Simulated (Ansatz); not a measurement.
Basis sets compared for the cluster Hg2TeCl2 (the lowest singlet isomer of a short search). Total charge 0; singlet. Geometry r2SCAN-D4/def2-SVP. Ansatz on 4 threads of Intel Xeon 6975P-C on a shared host; times are rough, and most runs start from earlier orbitals.

```tsv
atom	x (Å)	y (Å)	z (Å)
Hg1	0.434	0.868	1.606
Hg2	0.101	-1.022	-1.572
Te3	2.055	-0.600	0.142
Cl4	-1.611	-1.412	-3.095
Cl5	-0.980	2.166	2.919
```

In the def2 sets Hg, Te take a core potential; there is no spin–orbit coupling. The structure comes from a short search, and lower isomers may exist.

Binding counts from free atoms (Hg singlet, Te triplet, Cl doublet) in the same basis, without a counterpoise term.

```json
{"level": "HF/def2-TZVP", "functions": "210", "energy (Eh)": "-1491.2259", "HOMO (eV)": "-9.30", "LUMO (eV)": "0.49", "binding per atom (eV)": "0.86", "wall time": "2.5 s"}
{"level": "PBE-D4/def2-SVP", "functions": "126", "energy (Eh)": "-1494.9230", "HOMO (eV)": "-6.07", "LUMO (eV)": "-3.28", "binding per atom (eV)": "1.43", "wall time": "0.7 s"}
{"level": "PBE-D4/def2-TZVP (with forces)", "functions": "210", "energy (Eh)": "-1495.2829", "HOMO (eV)": "-6.22", "LUMO (eV)": "-3.35", "binding per atom (eV)": "1.52", "wall time": "1.6 s"}
{"level": "PBE0-D4/def2-SVP", "functions": "126", "energy (Eh)": "-1494.9380", "HOMO (eV)": "-7.14", "LUMO (eV)": "-2.55", "binding per atom (eV)": "1.39", "wall time": "1.2 s"}
{"level": "PBE0-D4/def2-TZVP", "functions": "210", "energy (Eh)": "-1495.2941", "HOMO (eV)": "-7.23", "LUMO (eV)": "-2.57", "binding per atom (eV)": "1.50", "wall time": "2.4 s"}
```

(1) Estimate the rows for HF/def2-TZVPD, PBE-D4/def2-TZVPD, PBE0-D4/def2-TZVPD.

Answers

(1) 
```
             level  functions  energy (Eh)  HOMO (eV)  LUMO (eV)  binding per atom (eV)  wall time
     HF/def2-TZVPD        243   -1491.2272      -9.30       0.30                   0.86      2.5 s
 PBE-D4/def2-TZVPD        243   -1495.2846      -6.24      -3.39                   1.52      1.8 s
PBE0-D4/def2-TZVPD        243   -1495.2956      -7.24      -2.61                   1.50      3.2 s
```
